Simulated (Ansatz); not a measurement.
The molecule MnCl, multiplicity 7 (the spin of the measured ground state). No spin–orbit coupling. Mn is treated without relativity.

Seven points along R, fitted to fifth degree in 1/R; most abundant isotopes. In def2 and cc sets the state is the lowest found near the PBE0 minimum, followed along R.

Programs: Ansatz (Gaussian basis) for Hartree–Fock, density functionals and correlated methods. 

Energies at B3LYP/def2-TZVPP:

```csv
R (Å),E (hartree)
2.079365,-1611.29273115
2.135262,-1611.29707632
2.186687,-1611.29929786
2.244820,-1611.30016237
2.302952,-1611.29963513
2.370029,-1611.29768775
2.448284,-1611.29406838
```

Q: With a reduced mass of 21.3679 u, find the minimum, the force constant and the constants.

A: A fifth-degree polynomial in 1/R puts the minimum at r_e = 2.2496 Å with force constant 175 N/m. Then ω_e = (1/2πc)√(k/μ) = 373 cm⁻¹ and B_e = h/(8π²cμr_e²) = 0.1559 cm⁻¹; the cubic and quartic terms give α_e = 0.00082 and ω_e x_e = 1.4 cm⁻¹.

Ansatz is a quantum-chemistry and plane-wave program.
